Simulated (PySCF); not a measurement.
C5H19BN2Si2.
Atom-mapped SMILES: `[CH3:1][N+:2]1([CH3:3])[BH2-:4][CH2:5][C@H:6]([N:7]([SiH3:8])[SiH3:9])[CH2:10]1` (hydrogens: H11, H12, H13 on C1; H14, H15, H16 on C3; H17, H18 on B4; H19, H20 on C5; H21 on C6; H22, H23, H24 on Si8; H25, H26, H27 on Si9; H28, H29 on C10)

A GFN2-xTB structure was refined with PBE0-D3(BJ)/def2-SVP geometry optimisation, gas phase (PySCF 2.14.0). Its GFN2-xTB values:

| coordinate | GFN2-xTB |
| --- | --- |
| C1–N2 | 1.426 Å |
| N2–B4 | 1.689 Å |
| N2–C10 | 1.466 Å |
| B4–C5 | 1.600 Å |
| B4–H17 | 1.208 Å |
| B4–H18 | 1.211 Å |
| C5–C6 | 1.514 Å |
| C5–H19 | 1.093 Å |
| C5–H20 | 1.085 Å |
| C6–C10 | 1.515 Å |
| N7–Si8 | 1.744 Å |
| Si8–H22 | 1.447 Å |
| Si9–H25 | 1.477 Å |
| Si9–H26 | 1.447 Å |
| C10–H28 | 1.090 Å |
| C10–H29 | 1.088 Å |
| C1–N2–C3 | 108.0° |
| C1–N2–B4 | 112.7° |
| C3–N2–B4 | 111.9° |
| B4–N2–C10 | 102.5° |
| B4–C5–C6 | 105.5° |
| C5–C6–N7 | 115.6° |
| N7–C6–C10 | 114.8° |
| Si8–N7–Si9 | 122.9° |

Q: How do these coordinates change at the PBE0-D3(BJ)/def2-SVP level?

A: 
| coordinate | PBE0-D3(BJ)/def2-SVP (Å or °) | change |
| --- | --- | --- |
| Si9–H26 | 1.498 | +0.051 |
| Si8–H22 | 1.494 | +0.047 |
| C1–N2 | 1.469 | +0.043 |
| B4–C5 | 1.624 | +0.024 |
| Si9–H25 | 1.501 | +0.024 |
| N2–C10 | 1.486 | +0.020 |
| C5–H20 | 1.100 | +0.015 |
| B4–H17 | 1.223 | +0.015 |
| B4–H18 | 1.225 | +0.014 |
| C5–H19 | 1.107 | +0.014 |
| C6–C10 | 1.528 | +0.013 |
| C10–H28 | 1.102 | +0.012 |
| C10–H29 | 1.100 | +0.012 |
| N2–B4 | 1.700 | +0.011 |
| C5–C6 | 1.520 | +0.006 |
| N7–Si8 | 1.750 | +0.006 |
| N7–C6–C10 | 111.5 | -3.3 |
| C5–C6–N7 | 117.8 | +2.2 |
| B4–N2–C10 | 104.5 | +2.0 |
| B4–C5–C6 | 103.7 | -1.8 |
| C3–N2–B4 | 110.2 | -1.7 |
| Si8–N7–Si9 | 124.5 | +1.6 |
| C1–N2–C3 | 109.3 | +1.3 |
| C1–N2–B4 | 111.4 | -1.3 |

The energy falls by 32.6 kJ/mol over 29 energy and gradient evaluations, the largest force component goes from 0.0332 to 3.6e-04 Eh/bohr, and the atoms move by 0.885 Å rms after alignment. The bond that changes most is Si9–H26 (SiH3 silicon to Si–H hydrogen), which lengthens by 0.051 Å. Bonds longer at the end by more than 0.005 Å: 24 of 29; shorter: 1. Among the dihedrals that turn most is C5–C6–N7–Si9, from 80° to 149°. Rotational constants go from 1652, 572.0, 504.1 to 1540, 578.4, 498.8 MHz.

The run used 243 basis functions and 196 SCF cycles in all. Time: 12 min wall; peak memory 1.2 GiB. Hardware: an Intel Xeon 6975P-C with one thread, on a shared host.

Stationary, but not proved a minimum. One conformer, not necessarily the lowest.
